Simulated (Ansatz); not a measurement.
A structure relaxed at r2SCAN-D4/def2-SVP in Ansatz, charge 0, singlet:

```
atom   x (Å)   y (Å)   z (Å)
 Ca1  -2.490  -0.594   0.467
 Ca2   2.334  -1.006  -2.709
 Ca3   0.034  -0.448   2.545
 Ca4   0.641   1.705  -0.912
 Te5  -1.247   2.060   1.347
 Te6  -2.300  -2.088   2.918
 Te7   2.562   1.758  -3.170
 Te8   0.466  -1.387  -0.487
```

(1) Give its formula and point group.

(2) Summarise the bond lengths by kind (pairs closer than 1.2 times the sum of covalent radii, bridged metal pairs left out).

Answers

(1) the cluster Ca4Te4. Point group Cs (tolerance 0.1 Å).

(2) 11 × Ca–Te 2.81 to 3.21 Å.

In the def2 sets Te takes a core potential; there is no spin–orbit coupling. Another isomer (singlet) lies 2.51 eV lower at PBE0-D4/def2-TZVP; other spin states weren't run for this one.
